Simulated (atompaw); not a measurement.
**Ranking PAW (atompaw) potentials for hafnium**

All share these settings but for the change named:

* Element: hafnium
* Generator: atompaw 4.2.0.5
* Type: PAW
* Functional: PBE
* Relativity: scalar-relativistic
* Frozen core: [Xe] 4f14
* Valence charge: 4
* Reference configuration: 5d2 6s2 6p0
* Partial waves: 6s (bound): rc 3.00 bohr; 6s channel at 0.05 Ry: rc 3.00 bohr; 6p (bound, empty): rc 3.00 bohr; 6p channel at 3.1 Ry: rc 3.00 bohr; 5d (bound): rc 3.00 bohr; 5d channel at 1.15 Ry: rc 3.00 bohr
* Local potential: bessel scheme, radius 2.65 bohr
* Core correction: smooth core density matched at 2.25 bohr
* Augmentation charge: besselshape compensation charge, radius 2.40 bohr; PAW radius 3.00 bohr; waves and projectors: custom rrkj vanderbiltortho

Cutoff: the first of the cutoffs (Ry, on a coarse ladder) from which the occupation-weighted sum of valence levels, in a spherical-Bessel basis at the reference potential, stays within 10 and 1 mRy of its value at 400 Ry; the density cutoff is not measured.

The base gives 8 Ry.

Of 12 variants that were run, those that failed, showed a ghost or another fault, or gave nearly equal values are left out.

A variant can come out equal or close to the base.

Task: Rank these variants from softest to hardest (loose cutoff).
A. augmentation besselshape compensation charge, radius 2.40 bohr; PAW radius 3.00 bohr; waves and projectors: custom polynom2 7 10 vanderbiltortho
B. all radii scaled by about 0.97 (s 2.90, p 2.90, d 2.90 bohr); local potential bessel scheme, radius 2.56 bohr; augmentation besselshape compensation charge, radius 2.32 bohr; PAW radius 2.90 bohr; waves and projectors: custom rrkj vanderbiltortho; core correction smooth core density matched at 2.18 bohr
C. reference 5d2.5 6s1.5 6p0

Result: C (8 Ry), B (10 Ry), A (12 Ry).
